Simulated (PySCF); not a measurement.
Level sweep

CH3FOSi.
SMILES: `O=C[SiH2]F`

PySCF, dipoles from the SCF density, polarisabilities from static response with core orbitals frozen. Geometry: PBE0-D3(BJ)/def2-SVP, one conformer, isolated molecule.

Q: Compare the levels for these properties.

A: 

```
              level  μ (D)  α (Å³)  anisotropy (Å³)
      LDA/def2-SVPD  0.726    6.66             1.95
      PBE/def2-SVPD  0.711    6.56             1.92
    B3LYP/def2-SVPD  0.830    6.26             1.67
     PBE0/def2-SVPD  0.803    6.20             1.65
BHandHLYP/def2-SVPD  0.941    5.93             1.46
CAM-B3LYP/def2-SVPD  0.887    6.15             1.55
  wB97X-D/def2-SVPD  0.861    6.13             1.56
  LC-wPBE/def2-SVPD  0.890    6.03             1.49
       HF/def2-SVPD  1.124    5.61             1.27
        PBE0/6-31G*  0.764    4.85             1.50
      PBE0/def2-SVP  0.730    5.09             1.33
       PBE0/6-31+G*  0.784    5.58             1.58
   PBE0/aug-cc-pVDZ  0.784    6.30             1.74
     PBE0/def2-TZVP  0.820    5.79             1.60
    PBE0/def2-TZVPD  0.837    6.29             1.69
   PBE0/aug-cc-pVTZ  0.825    6.33             1.70
```

The anisotropy is √(½[(α1 − α2)² + (α2 − α3)² + (α3 − α1)²]). The dipole runs from 0.71 D (PBE/def2-SVPD) to 1.12 D (HF/def2-SVPD). No reference polarisability is at hand; against PBE0 in the largest diffuse basis at hand (aug-cc-pVTZ) the other PBE0 rows deviate by 6-31G* -23%, def2-SVP -19%, 6-31+G* -12%, def2-SVPD -2%, aug-cc-pVDZ 0%, def2-TZVP -9%, def2-TZVPD 0%. In one basis (def2-SVPD) the functionals order the polarisability from HF (lowest) to LDA (highest), a spread of 19%. With PBE0 the polarisability is 5.24 Å³ without diffuse functions (mean of 6-31G*, def2-SVP and def2-TZVP) and 6.14 Å³ with them (mean of 6-31+G*, def2-SVPD, aug-cc-pVDZ, def2-TZVPD and aug-cc-pVTZ).
